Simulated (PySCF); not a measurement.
# Reading the logs of faulty runs: CH5Si

All numbers below are calculated, not measured. The program is PySCF 2.14.0, an open-source quantum chemistry code, run on an isolated molecule that a program drew, which may never have been made. The molecule is CH5Si (charge 0, doublet), drawn as the SMILES string `C[SiH2]`.

Each row is a Hartree-Fock (HF) and frozen-core CCSD(T) single point in the cc-pV(D+d)Z basis, meant for a local HF minimum. Run 1 is clean. Each other run has one planted mistake out of seven kinds, and not every kind appears here: one electron removed, one electron added, multiplicity raised by two, geometry at a saddle point, minimal basis STO-3G, one bond length entered in bohr, all coordinates scaled. The reference is restricted for singlets and unrestricted otherwise, and also for a bond in bohr. Adding or removing an electron swaps singlet and doublet. Electrons count all cores. HOMO and LUMO are orbital energies over both spins, the gradient is its largest component, and the lowest frequency (negative if imaginary) is given only where the gradient is small. Bond lengths are over the 6 bonds as drawn. T1 is the CCSD diagnostic: over 0.02 (restricted) or 0.045 (unrestricted) a single reference is doubtful.

Geometry of the clean run:
```xyz
7
CH5Si, angstrom
C    -0.5259    0.7163   -1.4132
Si   -1.5104    1.9868   -0.4246
H    -1.0298   -0.2531   -1.4103
H    -0.4097    1.0374   -2.4511
H     0.4718    0.5831   -0.9840
H    -1.6979    1.5504    0.9824
H    -0.8493    3.3165   -0.4423
```

| run | electrons | basis functions | <S^2> | HOMO (eV) | LUMO (eV) | gradient (hartree/bohr) | lowest frequency (cm^-1) | mean bond (Å) | longest bond (Å) | T1 | HF (hartree) | CCSD(T) (hartree) | mistake |
|---|---|---|---|---|---|---|---|---|---|---|---|---|---|
| 1 | 25 | 62 | 0.754 | -8.72 | 1.77 | 1.5e-05 | 207 | 1.3561 | 1.887 | 0.0105 | -329.67782 | -329.96041 | no fault |
| 2 | 25 | 62 | 3.759 | -2.94 | -2.73 | 1.2e-01 | - | 1.3561 | 1.887 | 0.0293 | -329.37328 | -329.64910 | multiplicity raised by two |
| 3 | 24 | 62 | 0.000 | -18.88 | -7.00 | 8.0e-02 | - | 1.3561 | 1.887 | 0.0118 | -329.38886 | -329.66353 | one electron removed |
| 4 | 26 | 62 | 0.000 | 0.09 | 9.57 | 7.0e-02 | - | 1.3561 | 1.887 | 0.0098 | -329.64163 | -329.95492 | ? |
| 5 | 25 | 19 | 0.752 | -6.37 | 6.62 | 2.8e-02 | - | 1.3561 | 1.887 | 0.0035 | -325.86730 | -325.98712 | ? |

**Which mistake was planted in run 4, and what did it cost?**

It counts 26 electrons, one more than the clean run, at the same geometry and basis. So the mistake is: one electron added. Subtracting run 1 and multiplying by 627.51 kcal/mol a hartree, the energy moved by 22.7 kcal/mol in HF and 3.4 kcal/mol in CCSD(T).

**Which mistake was planted in run 5, and what did it cost?**

It has 19 basis functions where the clean run has 62, with the same electrons and geometry. So the mistake is: minimal basis STO-3G. Subtracting run 1 and multiplying by 627.51 kcal/mol a hartree, the energy moved by 2391.1 kcal/mol in HF and 2493.3 kcal/mol in CCSD(T).

Cautions from the logs. Run 4: the HOMO is above zero, so the electron isn't bound and the energy depends on the basis.
